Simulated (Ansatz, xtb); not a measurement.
# Relative energy of two isomers of C2H8Ge2Si

Structure I: `C#C[SiH2][GeH2][GeH3]`, a singlet. Structure II: `C#[C][GeH]([SiH3])[GeH3]`, a singlet. Both are isolated molecules in the gas phase, relaxed with B3LYP/def2-SVP, each in the lowest conformer that the search found.

I (Å):

```xyz
13

C    -1.8625    2.5190   -0.1861
C    -0.8914    1.7846   -0.2244
Ge   -0.2294   -1.5974    0.2399
Ge   -1.3572   -1.7257    2.4090
Si    0.5348    0.6255   -0.2637
H    -2.7159    3.1721   -0.1538
H     1.1675    0.6724   -1.6136
H     1.5402    1.0548    0.7510
H    -1.1977   -2.0718   -0.8690
H     0.9822   -2.5613    0.2382
H    -2.6193   -0.8388    2.4162
H    -0.4112   -1.2435    3.5300
H    -1.7753   -3.1807    2.7140
```

II (Å):

```xyz
13

C    -2.6459   -2.2309   -0.5788
C    -1.6646   -1.6677   -0.1281
Ge   -0.1573   -0.7287    0.5958
Ge   -0.6406   -0.2220    2.9464
Si    0.2268    1.2297   -0.7463
H    -3.5077   -2.7341   -0.9782
H     1.0568   -1.6833    0.5118
H     1.4170    1.9640   -0.2238
H    -0.9648    2.1237   -0.6734
H     0.4720    0.8457   -2.1665
H    -1.8849    0.6846    3.0452
H     0.5583    0.5143    3.5834
H    -0.9023   -1.5223    3.7337
```

**Question.** Which of the two would you expect CCSD(T)/def2-SVP + ΔMP2/def2-TZVPP electronic energies to favour?

**Answer.** Structure I; the calculation gives E(II) − E(I) = +3.3 kcal/mol.

Level by level:

```csv
level,geometry,E(II) − E(I) (kcal/mol),departure from the last row (kcal/mol),"job, with rough time for the two"
GFN2-xTB,GFN2-xTB,−0.8,−4.2,"optimisation, 0.8 s"
HF/STO-3G,GFN2-xTB,+0.4,−3.0,"single point, 2.7 s"
r2SCAN-D4/def2-SVP,GFN2-xTB,+4.7,+1.3,"single point, 11 s"
B3LYP/def2-SVP,B3LYP/def2-SVP,+4.6,+1.3,"optimisation, 3.7 min"
HF/def2-SVP,B3LYP/def2-SVP,+4.4,+1.0,part of the CCSD(T) run
MP2/def2-SVP,B3LYP/def2-SVP,+3.9,+0.6,part of the CCSD(T) run
CCSD(T)/def2-SVP,B3LYP/def2-SVP,+4.0,+0.6,single point
CCSD(T)/def2-SVP + ΔMP2/def2-TZVPP,B3LYP/def2-SVP,+3.3,,"single point, 5.2 min"
```

As drawn, II has 1 C–Ge, 1 Si–H in place of 1 C–Si, 1 Ge–H.

GFN2-xTB puts the two in the other order. HF/STO-3G finds them nearly level. The largest departure from CCSD(T)/def2-SVP + ΔMP2/def2-TZVPP is that of GFN2-xTB, 4.2 kcal/mol. The last row adds to CCSD(T) the change of the MP2 difference between the two basis sets, here −0.6 kcal/mol.

With thermal terms from frequencies at re-optimised GFN2-xTB minima (ideal gas, soft modes damped towards free rotors, one conformer each, 298.15 K, 1 atm): the zero-point term adds −0.1 kcal/mol; ΔH is +3.5 and ΔG +3.1 kcal/mol.

The correlated steps freeze 25 core orbitals; the filled d shell of Ge is correlated, in a basis made for valence electrons. Run with Ansatz 0.2.0, xtb 6.7.1; the last row on 2 threads of AMD EPYC (Zen 3) on a shared host.
